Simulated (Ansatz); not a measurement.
A run for Ansatz (an electronic-structure program): R-CCSD(T)/cc-pVDZ on CH4O (SMILES CO).

Ansatz 0.2 input:
```yaml
crystal:
  periodic: [false, false, false]
  atoms:
    - {symbol: C, position_ang: [-0.14211096, 0.33371878, 0.00000000]}
    - {symbol: O, position_ang: [-0.13222933, -1.08693234, 0.00000000]}
    - {symbol: H, position_ang: [-1.18690914, 0.64106540, -0.00000000]}
    - {symbol: H, position_ang: [0.78112306, -1.38933346, -0.00000000]}
    - {symbol: H, position_ang: [0.34006319, 0.75079081, 0.89118535]}
    - {symbol: H, position_ang: [0.34006319, 0.75079081, -0.89118535]}
basis:
  gaussian:
    orbitals: cc-pVDZ
magnetization: {spin_polarized: false}
correlation: {method: ccsd_t, electrons: outside_noble_gas}
scf: {lower_state_search: off}
```

Program output:

```
WARN ansatz: RAYON_NUM_THREADS=4 ignored (pool sized by the plan → 4); use --threads N
Functional definition: HF
these checks for a lower state are left out or cut short: stability, starts, cluster_reference, orbital_swaps, neighbouring_geometries, increment
integrals: 0.01 GiB planned
430 factors; integrals over basis functions are off by at most 1.4e-3 eV
mean field: 0.07 GiB planned
mean field evaluation 1: about -3129.1811 eV, gradient 2.6e1 eV
mean field evaluation 2: about -3129.1819 eV, gradient 2.6e1 eV
mean field evaluation 4: about -3130.6292 eV, gradient 2.4e0 eV
mean field evaluation 8: about -3130.6446 eV, gradient 4.0e-5 eV
mean field -3130.64463909 eV, -115.0490684594 hartree, gradient 9.6e-7 eV, S^2 0.000000; 0 other end points of the search recorded, 0 dependent functions left out
2 core orbitals not correlated
reference -3130.64463909 eV, -115.0490684594 hartree; 7, 7 occupied and 39, 39 virtual orbitals, 430 factors
second order -9.20929286 eV of doubles, -0.00000000 eV of singles
coupled cluster: 0.09 GiB planned
cycle   1  -9.61559141 eV  change   -4.1e-1 eV  update   5.6e-2
cycle   2  -9.84834319 eV  change   -2.3e-1 eV  update   1.6e-2
cycle   3  -9.88706461 eV  change   -3.9e-2 eV  update   6.3e-3
cycle   4  -9.88634286 eV  change    7.2e-4 eV  update   1.4e-3
cycle   5  -9.88686439 eV  change   -5.2e-4 eV  update   4.9e-4
cycle   6  -9.88695582 eV  change   -9.1e-5 eV  update   1.6e-4
cycle   7  -9.88687391 eV  change    8.2e-5 eV  update   5.1e-5
cycle   8  -9.88686931 eV  change    4.6e-6 eV  update   1.7e-5
perturbative correction -0.21039404 eV, -0.0077318383 hartree
Total energy: -3140.74190243 eV, -115.4201360431 hartree
Checks for a lower state left out: stability, starts, cluster_reference, orbital_swaps, neighbouring_geometries, increment
```

Self-consistency was reached.

Cost: about 1.9 core-seconds (a rough figure).
